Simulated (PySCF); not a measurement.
Ga₂H₄, SMILES [GaH2][GaH2].

Coordinates come from a PBE0-D3(BJ)/def2-TZVP optimisation.

Level of theory: PySCF with TDA-B3LYP/def2-SVPD.

Vertical excitations; the highest root listed may be one member of a degenerate set. Isolated molecule, no solvent. State labels are in the subgroup D2.

| state | symmetry | energy (eV) | λ (nm) | f | main pairs |
|---|---|---|---|---|---|
| S1 | B3 | 3.70 | 335 | 0.010 | HOMO→LUMO+1 (degenerate set) |
| S2 | B2 | 3.70 | 335 | 0.010 | HOMO→LUMO (degenerate set) |
| S3 | B1 | 4.88 | 254 | 0.000 | HOMO−2→LUMO+1 50 %, HOMO−1→LUMO 50 % |
| S4 | A | 4.95 | 250 | 0.000 | HOMO−1→LUMO+1 50 %, HOMO−2→LUMO 50 % |
| S5 | B1 | 5.33 | 233 | 0.014 | HOMO−1→LUMO 42 %, HOMO−2→LUMO+1 42 %, HOMO→LUMO+2 16 % |
| S6 | A | 5.40 | 229 | 0.000 | HOMO−2→LUMO 49 %, HOMO−1→LUMO+1 49 % |
| S7 | A | 6.29 | 197 | 0.000 | HOMO→LUMO+3 99 % |
| S8 | B1 | 6.43 | 193 | 0.845 | HOMO→LUMO+2 78 % |
| S9 | B1 | 6.91 | 179 | 0.119 | HOMO→LUMO+4 99 % |
| S10 | B3 | 7.43 | 167 | 0.097 | HOMO−2→LUMO+2 90 % |
| T1 | B3 | 3.09 | 401 | 0 | HOMO→LUMO+1 (degenerate set) |
| T2 | B2 | 3.09 | 401 | 0 | HOMO→LUMO (degenerate set) |
| T3 | A | 4.46 | 278 | 0 | HOMO−1→LUMO+1 50 %, HOMO−2→LUMO 50 % |
| T4 | B1 | 4.47 | 277 | 0 | HOMO−2→LUMO+1 50 %, HOMO−1→LUMO 50 % |
Triplets are in the Tamm–Dancoff approximation.
